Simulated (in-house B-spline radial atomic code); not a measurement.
Values are calculated unless marked as measured or tabulated.
# Making a Troullier-Martins p channel for Mn, r_c = 1.06 bohr

Mn, [Ar] 3d5 4s2, non-relativistic LDA (VWN5), spherical and spin-unpolarised, from a B-spline radial code for spherical atoms (atomic units). The all-electron 3p level is ε = -1.991451 hartree, its outermost node lies just inside 0.32 bohr and its outer maximum at 0.75 bohr.

Inside r_c the pseudo-orbital is u(r) = r^2 exp(p(r)), with p = c0 + c2 r² + c4 r⁴ + … + c12 r¹². The seven coefficients follow from p and its first four derivatives at r_c, from zero curvature of the screened potential at the origin, c4 = −c2²/(2l + 5), and from the norm inside r_c. At r_c the all-electron orbital has P = 0.9219899, P' = -1.024747, the screened potential V = -3.248891, V' = 7.045764, V'' = -21.31233, and the norm inside is Q = 0.7054616.

(1) What are p, p' and p'' at r_c?

For a trial c2 the five matching conditions are linear in c0, c6, c8, c10 and c12, and c2 is varied until the norm inside r_c equals Q. The root nearest zero gives:

```csv
n,c_n
0,1.640557
2,-1.5473
4,-0.3420198
6,-0.1197214
8,0.7697466
10,-0.5389407
12,0.1193481
```

(2) Check c4 and p(r_c), and find the screened pseudopotential at the origin.

Orbitals and screened potentials:

| r (bohr) | P | u | V all-electron | V pseudo |
| --- | --- | --- | --- | --- |
| 0.106 | -0.5243 | 0.05695 | -167.1 | -9.728 |
| 0.265 | -0.2473 | 0.3244 | -45.75 | -9.711 |
| 0.424 | 0.5232 | 0.6944 | -21.14 | -9.532 |
| 0.583 | 0.9932 | 0.9993 | -11.78 | -8.776 |
| 0.742 | 1.129 | 1.122 | -7.202 | -7.07 |
| 0.901 | 1.068 | 1.067 | -4.703 | -4.845 |
| 1.06 | 0.922 | 0.922 | -3.249 | -3.249 |

Logarithmic derivatives P'/P at R = 1.36 bohr, for energies E around ε:

```tsv
E − ε (hartree)	all-electron	pseudo
-0.5	0.0417516	0.0403
-0.25	-0.579268	-0.579846
-0.1	-1.08252	-1.08265
0	-1.50267	-1.50267
0.1	-2.02019	-2.0204
0.25	-3.07774	-3.07985
0.5	-6.5362	-6.56053
```

(3) With P(R) = 0.6177991 and a norm of 0.8843665 inside R, what slope in energy does norm conservation fix?

## Answers

(1) p = ln(P/r_c^2) = ln(0.9219899/1.1236) = -0.19776. p' = P'/P − 2/r_c = -1.11145 − 1.88679 = -2.99824. The radial equation gives p'' = 2(V − ε) − 2(2) p'/r_c − p'² = -2.51488 − (-11.31412) − 8.98946 = -0.19022. Differentiating, p''' = 2V' + 2(2)p'/r_c² − 2(2)p''/r_c − 2p'p'' = 2.995, and p'''' = 2V'' − 4(2)p'/r_c³ + 4(2)p''/r_c² − 2(2)p'''/r_c − 2p''² − 2p'p''' = -17.255.

(2) −c2²/7 = -0.34202, as listed. The terms c_n r_c^n are 1.64056, -1.73855, -0.43179, -0.16983, 1.22686, -0.96516, 0.24015, which sum to -0.19776. Inverting the radial equation, V_l(r) = ε + 2 p'/r + (p'' + p'²)/2, so V_l(0) = ε + (2l + 3) c2 = -1.991451 + 5 × (-1.5473) = -9.7280 hartree, finite where the all-electron potential diverges.

(3) d(P'/P)/dE = −2 × (norm inside R)/P(R)² = -4.6341 per hartree·bohr at E = ε, for both atoms, since orbital and norm agree at R. Differences over ±0.1 hartree give -4.6883 (all-electron) and -4.6887 (pseudo), which also hold third-order terms. Half a hartree below ε the two curves differ by -0.0015.
